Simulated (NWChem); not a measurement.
Species: B2, triplet; SMILES [B][B]

```xyz
2

B      0.0000     0.0000    -0.8128
B      0.0000     0.0000     0.8128
```
Atoms are numbered in this order, from 1.

Program: NWChem. Spin-unrestricted. Coordinates come from a PBE0/def2-SVP, spin-unrestricted optimisation. No stability test was run on the SCF state. Vzz is the largest principal value of the second derivative of the potential at the nucleus (NWChem prints the opposite sign); η is the asymmetry. Non-relativistic.

| level | Vzz B2 (a.u.) | η B2 | relative time |
|---|---|---|---|
| CAM-B3LYP/def2-SVP | 0.091 | 0.00 | 1 |
| CAM-B3LYP/cc-pVTZ | 0.084 | 0.00 | 7 |
| PBE/cc-pVTZ | 0.045 | 0.00 | 2 |
| PBE/def2-TZVP | 0.046 | 0.00 | 3 |

The last column is a rough cost ratio, cheapest run = 1.
